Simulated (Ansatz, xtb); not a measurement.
A geometry optimisation of AlH6SiSn with r2SCAN-D4/def2-SVP

The starting geometry of this gas-phase doublet was built from a drawn formula by distance geometry and a force field; its bonds are those of `[AlH2][SnH][SiH3]`.

```xyz
9

Al   -2.1076   -0.2139    0.6586
Si    1.9789   -0.5294    1.2805
Sn    0.2346   -0.0503   -0.4462
H    -2.2126   -0.5913    2.2177
H    -3.4489    0.0265   -0.2862
H     0.3702   -1.2431   -1.7591
H     3.3448   -0.4444    0.6533
H     1.8938    0.4555    2.3683
H     1.8094   -1.8871    1.8366
```

Predict what becomes of its bonds when it is optimised with r2SCAN-D4/def2-SVP.

It keeps its bonds, and is `[AlH2][SnH][SiH3]`.

The energy falls by 0.26 eV over 24 steps:

```tsv
step	E − E(last) (eV)
1	0.257
4	0.071
6	0.015
9	0.009
11	0.006
14	0.004
16	0.002
19	0.000
21	0.000
24	0.000
```

Final geometry (Å):

```xyz
9

Al   -2.3687   -0.0699    0.6054
Si    2.1642   -0.6737    1.3040
Sn    0.0265   -0.7164   -0.1170
H    -2.5828    0.4301    2.0977
H    -3.5523   -0.1859   -0.4474
H     0.3939   -1.2710   -1.7030
H     3.1856    0.2358    0.6983
H     1.8364   -0.1847    2.6773
H     2.7597   -2.0419    1.4081
```

From the same start GFN2-xTB ends elsewhere, differing in Al1–H6 (1.72 against 3.80 Å here), Sn3–H6 (2.24 against 1.72 Å here).

No frequencies were run, so the end isn't proven a minimum. Open shells are spin-unrestricted. Atoms past krypton carry core potentials, without spin–orbit terms. Run with Ansatz 0.2.0, 2.8 min on 2 threads of Arm Neoverse V2 (shared host).
